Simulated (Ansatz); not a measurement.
A nudged elastic band was laid between two geometries of C2H6BNa (10 atoms, charge 0, multiplicity 1).

All numbers below come from RKS revPBE/def2-SVP in Ansatz 0.2.0.

```json
{
  "movable images": "7",
  "climbing image": "yes",
  "spring": "5.0 eV/Å²",
  "optimiser": "quadratic models (default)",
  "start path": "through a guess of the saddle point",
  "force threshold": "0.05 eV/Å",
  "iteration limit": "60",
  "end points": "relaxed"
}
```

First end point:

```xyz
10
Properties=species:S:1:pos:R:3
C -0.377 1.228 -0.547
B -0.318 -0.331 -0.248
C 0.863 -0.891 0.650
Na -2.248 -1.871 -0.985
H 0.603 1.762 -0.483
H -1.024 1.645 0.266
H -0.885 1.514 -1.490
H 1.107 -1.965 0.526
H 0.470 -0.798 1.695
H 1.807 -0.293 0.616
```

Last end point:

```xyz
10
Properties=species:S:1:pos:R:3
C -0.302 1.046 -0.916
B -0.368 0.163 0.287
C 0.844 -0.705 0.888
Na -1.690 -0.797 -1.707
H 0.636 1.252 -1.470
H -1.474 0.043 0.861
H -1.114 1.760 -1.175
H 0.600 -1.783 1.031
H 1.090 -0.335 1.911
H 1.779 -0.644 0.290
```

Problem. Which bonds break or form, and what moves?

Solution. Bonds broken: C1–H6. Bonds formed: C1–Na4, B2–H6.

Problem. What energy profile does the band end with?

Solution. The forces met the threshold. The highest image is number 4 of 0 to 8, 0.81 eV above the first end and 2.02 eV above the last; the last end lies 1.21 eV below the first. A vibrational analysis at the climbing image gives one clearly imaginary mode, 1149i cm⁻¹: a first-order saddle point. The orbitals stay closed-shell, which can raise the energy where a bond breaks towards radicals; this wasn't checked here.

| image | path coordinate (Å) | energy (eV) | C1–H6 (Å) | C1–Na4 (Å) | B2–H6 (Å) |
| --- | --- | --- | --- | --- | --- |
| 0 | 0.00 | 0.00 | 1.12 | 3.65 | 2.16 |
| 1 | 0.40 | 0.00 | 1.12 | 3.63 | 2.14 |
| 2 | 0.81 | 0.08 | 1.13 | 3.51 | 1.92 |
| 3 | 1.21 | 0.39 | 1.20 | 3.47 | 1.58 |
| 4 | 1.61 | 0.81 | 1.49 | 3.49 | 1.34 |
| 5 | 2.45 | -0.34 | 2.13 | 3.40 | 1.26 |
| 6 | 3.29 | -0.94 | 2.31 | 2.86 | 1.27 |
| 7 | 4.13 | -1.18 | 2.35 | 2.47 | 1.26 |
| 8 | 4.97 | -1.21 | 2.35 | 2.44 | 1.25 |

Problem. What is the geometry of the highest image?

Solution. 
```xyz
10
Properties=species:S:1:pos:R:3
C -0.142 1.178 -0.845
B -0.288 -0.162 -0.198
C 0.823 -0.816 0.755
Na -2.406 -1.477 -0.698
H 0.757 1.830 -0.707
H -1.162 0.791 0.169
H -0.919 1.660 -1.466
H 1.157 -1.800 0.360
H 0.441 -1.019 1.779
H 1.739 -0.184 0.852
```

Problem. What are the harmonic wavenumbers there?

Solution. 1149i, 87, 95, 204, 232, 343, 510, 780, 799, 853, 901, 958, 1136, 1227, 1272, 1390, 1397, 1402, 1969, 2906, 2914, 3003, 3026, 3084 cm⁻¹.

Time of the run: 3.6 min on 2 threads of Arm Neoverse V1, with other jobs on the host, peak memory 0.12 GiB.
